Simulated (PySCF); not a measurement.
**Assigning NMR signals**

Mapped SMILES: `[CH3:1][NH:2][Si@@H:3]([NH2:4])[O:5][Si:6]([CH3:7])([CH3:8])[CH3:9]` (H(Xn): hydrogen on atom n).

Gas phase, non-relativistic Hamiltonian, single conformer, one averaged value for each set of equivalent atoms. PBE0/pcSseg-1 with gauge-including orbitals; structure optimised with GFN2-xTB; PySCF 2.14.

Scale: 13C (σ = 186.93 ppm) and 1H (σ = 31.72 ppm) vs TMS (reference shieldings calculated alike).

**Question.** Assign these signals to the numbered atoms. 13C{1H} NMR (computed): δ 30.1 (CH3), 3.0 (CH3).

**Answer.** 
| δ (ppm) | atoms | environment | reason |
| --- | --- | --- | --- |
| 30.1 | C1 | methyl carbon bonded to N | pulled downfield by the heteroatom |
| 3.0 | C7/C8/C9 | methyl carbon bonded to Si | an electropositive neighbour leaves it electron-rich and shielded |

**Question.** Assign these signals to the numbered atoms. 1H NMR (300 MHz, computed): δ 4.73 (s, 1H), 2.78 (s, 3H), 0.55 (br s, 2H), 0.24 (br s, 1H), 0.13 (s, 9H).

**Answer.** 
4.73 → H(Si3), hydrogen on a silicon bonded to 2 N, O
2.78 → H(C1), hydrogen on a methyl carbon bonded to N: its carbon carries N, an electronegative neighbour
0.55 → H(N4), hydrogen on a nitrogen bonded to Si: exchangeable; this is the value without hydrogen bonding to other molecules
0.24 → H(N2), hydrogen on a nitrogen bonded to C, Si: labile proton, position sensitive to the medium
0.13 → H(C7)/H(C8)/H(C9), hydrogen on a methyl carbon bonded to Si: an electropositive neighbour shields it, as in TMS itself

H(N2) and H(C7)/H(C8)/H(C9) lie closer than the usual error of such a calculation, so a measured spectrum could show them in the other order.

OH and NH positions are those of a molecule without intermolecular hydrogen bonds; in solution they move with solvent, concentration and temperature, and exchange usually removes their couplings. Shifts are as computed. Against solution values, carbons near 30 ppm lie about +3 ppm off and those near 130 ppm about +5 ppm. Of 1211 compounds with measured shifts, 218 miss one by over three times the rms of a fit or turn the order of signals round; such compounds aren't used in these exercises. Multiplicities follow the n + 1 count of equivalent neighbours, as no J values were calculated; m marks all less simple cases, F and P coupling included.
